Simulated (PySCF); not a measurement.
PySCF job for W(O)2(F)2 anion (F2O2W), SMILES [O]=[W](=[O])([F])[F] (connectivity only; charge and spin as stated), charge -1, multiplicity 2, PBE0-D3(BJ)/def2-SVPD. Coordinates come from a PBE0-D3(BJ)/def2-SVPD optimisation. The spin state was assumed, not searched. The isomer is the one that the SMILES or the coordinates give; other isomers of the formula were not compared. The def2 effective core potentials stand for the cores of W; spin–orbit coupling is left out.

```python
import numpy as np
from pyscf import gto, scf, dft, df
from pyscf.hessian import thermo

mol = gto.M(
    atom='''
    W     0.00000000    0.00000000    0.10443452
    O     0.00000001   -1.44292932    1.06960395
    O    -0.00000001    1.44292932    1.06960395
    F    -1.27533351   -0.00000001   -1.38010100
    F     1.27533351    0.00000001   -1.38010100
    ''',
    basis='def2-SVPD',
    ecp={'W': 'def2-svp'},
    charge=-1,
    spin=1,
    max_memory=1600,
    verbose=3,
)
mf = dft.UKS(mol, xc='pbe0').density_fit(auxbasis='def2-universal-jkfit')
mf.disp = 'd3bj'
mf.grids.level = 3
mf.conv_tol = 1e-11
mf.max_cycle = 100
mf.kernel()
fine, coarse = mf.grids, dft.Grids(mol).set(level=1).build(with_non0tab=True)
for _ in range(3):  # follow internal instabilities
    mf.grids = coarse
    mo, _, stable, _ = mf.stability(return_status=True, nroots=4)
    mf.grids = fine
    if stable:
        break
    mf.kernel(mf.make_rdm1(mo, mf.mo_occ))

# [left out here: the lines that compute and print the analytic Hessian (its translational invariance restored by hand, since the grid's response is missing), thermochemistry and intensities]
```

Log of the run:

```

WARN: HOMO -0.35409689655464 >= LUMO -0.35409689655463

converged SCF energy = -416.895603412309  <S^2> = 0.75629224  2S+1 = 2.0062824
<class 'pyscf.df.df_jk.DFUKS'> wavefunction is stable in the internal stability analysis

WARN: DFTD3 does not support analytical Hessian, using finite difference


WARN: Mole.unit (angstrom) is changed to Bohr

Mode                                 0                   1                   2
Irrep
Freq [cm^-1]                       78.4013            178.7754            210.6710
Reduced mass [au]                  17.4262             19.4438             20.0390
Force const [Dyne/A]                0.0631              0.3661              0.5240
Char temp [K]                     112.8021            257.2179            303.1087
Normal mode                   x     y     z       x     y     z       x     y     z
       0   W                -0.00 -0.00 -0.00    0.03  0.00  0.00    0.00 -0.03  0.00
       1   O                 0.12  0.00  0.00   -0.14 -0.00  0.00   -0.00  0.03  0.11
       2   O                -0.12 -0.00 -0.00   -0.14 -0.00  0.00   -0.00  0.03 -0.11
       3   F                -0.00  0.12 -0.00   -0.02 -0.00  0.06   -0.00  0.11  0.00
       4   F                 0.00 -0.12  0.00   -0.02 -0.00 -0.06    0.00  0.11  0.00
Mode                                 3                   4                   5
Irrep
Freq [cm^-1]                      260.7713            312.8327            538.4784
Reduced mass [au]                  19.2417             17.3018             20.8841
Force const [Dyne/A]                0.7709              0.9976              3.5678
Char temp [K]                     375.1919            450.0966            774.7505
Normal mode                   x     y     z       x     y     z       x     y     z
       0   W                -0.00 -0.00  0.01   -0.00  0.00  0.02   -0.02 -0.00 -0.00
       1   O                 0.00  0.02  0.04    0.00 -0.11 -0.12    0.01  0.00  0.00
       2   O                 0.00 -0.02  0.04    0.00  0.11 -0.12    0.01 -0.00  0.00
       3   F                 0.12  0.00 -0.09    0.05 -0.00  0.01    0.10  0.00  0.11
       4   F                -0.12  0.00 -0.09   -0.05 -0.00  0.01    0.10  0.00 -0.11
Mode                                 6                   7                   8
Irrep
Freq [cm^-1]                      594.2982            931.2231            982.4121
Reduced mass [au]                  21.4151             17.9791             16.7905
Force const [Dyne/A]                4.4563              9.1860              9.5477
Char temp [K]                     855.0629           1339.8227           1413.4723
Normal mode                   x     y     z       x     y     z       x     y     z
       0   W                 0.00 -0.00 -0.03    0.00 -0.03  0.00   -0.00 -0.00 -0.02
       1   O                 0.00  0.02  0.01   -0.00  0.14 -0.09    0.00 -0.14  0.10
       2   O                 0.00 -0.02  0.01   -0.00  0.14  0.09   -0.00  0.14  0.10
       3   F                 0.09  0.00  0.12    0.00  0.01  0.00   -0.01 -0.00 -0.01
       4   F                -0.09  0.00  0.12   -0.00  0.01  0.00    0.01 -0.00 -0.01
temperature 298.1500 [K]
pressure 101325.00 [Pa]
Rotational constants [GHz] 3.93529 2.92496 2.84558
Symmetry number 2
Zero-point energy (ZPE) 0.00931 [Eh]   24450.854 [J/mol]
                           tot       elec      trans        rot        vib
Entropy [J/mol/K]       342.028      5.763    177.798    105.894     52.573
Cv [J/mol/K]             75.632      0.000     12.472     12.472     50.689
Cp [J/mol/K]             83.946      0.000     20.786     12.472     50.689
Internal energy [J/mol]                      3718.434   3718.434  32955.691
Internal energy [Eh]   -416.88022  -416.89560
Enthalpy [J/mol]                             6197.391   3718.434  32955.691
Enthalpy [Eh]          -416.87927
Gibbs free energy [J/mol]                  -46812.971 -27853.957  17281.050
Gibbs free energy [Eh] -416.91811
mode   freq/cm-1   IR/(km/mol)
   1       78.40         0.000
   2      178.78         8.230
   3      210.67         9.678
   4      260.77         2.984
   5      312.83         4.807
   6      538.48       100.822
   7      594.30       154.013
   8      931.22       343.570
   9      982.41        87.582
max |gradient| / (hartree/bohr): 0.00011735305364769082
APT charges: [ 2.0837 -0.8451 -0.8451 -0.6968 -0.6968]
```

The calculation finished and met its thresholds.

Cost: around 3 core-minutes (rough).
